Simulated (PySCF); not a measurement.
Species: 2-fluoropyridine, C₅H₄FN.
Atom-mapped SMILES: `[F:1][c:2]1[cH:3][cH:4][cH:5][cH:6][n:7]1`

Structure used (PBE0-D3(BJ)/def2-TZVP), in Å, numbered top down from 1:
```xyz
11
C5H4FN angstrom
F     -1.5492   -0.9064    2.0556
C     -0.7340   -0.5284    1.0730
C     -1.1200    0.5393    0.2760
C     -0.2508    0.9056   -0.7334
C      0.9360    0.2014   -0.8947
C      1.1980   -0.8445   -0.0289
N      0.3705   -1.2096    0.9504
H     -2.0588    1.0464    0.4534
H     -0.4969    1.7327   -1.3891
H      1.6415    0.4582   -1.6743
H      2.1124   -1.4229   -0.1173
```

NICS = −σ at a ghost point: NICS(0) at the centroid of the ring atoms, NICS(1) 1 Å to either side along the normal of their mean plane, zz for the tensor component along that normal. Level: GIAO B97-2/pcSseg-2 (PySCF, non-relativistic, gas phase) on the PBE0-D3(BJ)/def2-TZVP geometry, one conformer.

Ring bond lengths (Å): C2–C3 1.387, C3–C4 1.382, C4–C5 1.389, C5–C6 1.383, C6–N7 1.333, N7–C2 1.303.

**Question.** Give the NICS values of each ring in ppm.

**Answer.** 
```json
{"ring": "C2–C3–C4–C5–C6–N7", "type": "6-membered ring with N; formal bonds all aromatic", "NICS(0)": "-8.6", "NICS(1), two faces": "-9.8 / -9.8", "NICS(1)zz, two faces": "-27.8 / -27.8", "rms pucker (Å)": "0.00", "centre to ring atoms, mean (Å)": "1.36"}
```

**Question.** What do they say, and how far can they be read as aromaticity?

**Answer.** 
- C2–C3–C4–C5–C6–N7: mean NICS(1)zz -27.8 ppm, shielded. The ring is flat and has no four-coordinate atom; by the NICS criterion it is aromatic.

**Question.** What does the geometric index give? Use HOMA with the parameters of Krygowski (1993).

**Answer.** 
- C2–C3–C4–C5–C6–N7: HOMA 0.98; the largest term is that of N7–C2, α(R − Ropt)² = 0.09. The geometric and the magnetic index point the same way.

**Question.** At the first NICS(1) probe listed for ring C2–C3–C4–C5–C6–N7, 1 Å off the ring, what do the in-plane components average?

**Answer.** The isotropic value is a third of the trace: (3 × -9.8 − (-27.8))/2 = -0.8 ppm.

**Question.** How shielded are the nuclei of the rings and their hydrogens (means over atoms taken as equivalent)?

**Answer.** 
| atoms | environment | σ isotropic (ppm) | principal values of the symmetric part, first atom (ppm) |
| --- | --- | --- | --- |
| C2 | aromatic C–F carbon | 11.2 | -81.9, 41.5, 74.1 |
| C3 | aromatic CH carbon | 70.8 | -16.1, 60.3, 168.1 |
| C4 | aromatic CH carbon | 38.3 | -75.9, 15.1, 175.7 |
| C5 | aromatic CH carbon | 59.7 | -52.8, 55.4, 176.6 |
| C6 | aromatic CH next to a ring nitrogen | 28.6 | -75.7, 20.4, 141.2 |
| N7 | pyridine-type nitrogen | -47.0 | -290.3, -104.6, 253.8 |
| H8 | aromatic hydrogen | 24.64 | 21.3, 24.7, 27.9 |
| H9 | aromatic hydrogen | 23.71 | 21.0, 23.1, 27.1 |
| H10 | aromatic hydrogen | 24.39 | 22.1, 23.7, 27.4 |
| H11 | aromatic hydrogen | 23.10 | 19.1, 23.4, 26.8 |

**Question.** How do the values depend on the level or the medium?

**Answer.** 
| level | NICS(0), C2–C3–C4–C5–C6–N7 | mean NICS(1)zz, C2–C3–C4–C5–C6–N7 |
| --- | --- | --- |
| B97-2/pcSseg-2, gas | -8.6 | -27.8 |
| KT3/pcSseg-2, gas | -8.5 | -26.8 |
| PBE0/pcSseg-2, gas | -8.5 | -27.9 |
| wB97X-D/pcSseg-2, gas | -8.4 | -28.0 |
| WP04/pcSseg-2, IEF-PCM chloroform | -9.1 | -27.3 |
| wB97X-D/pcSseg-2, IEF-PCM chloroform | -8.3 | -28.0 |

The geometry is the same throughout; the continuum's cavity takes Bondi-type radii × 1.2.
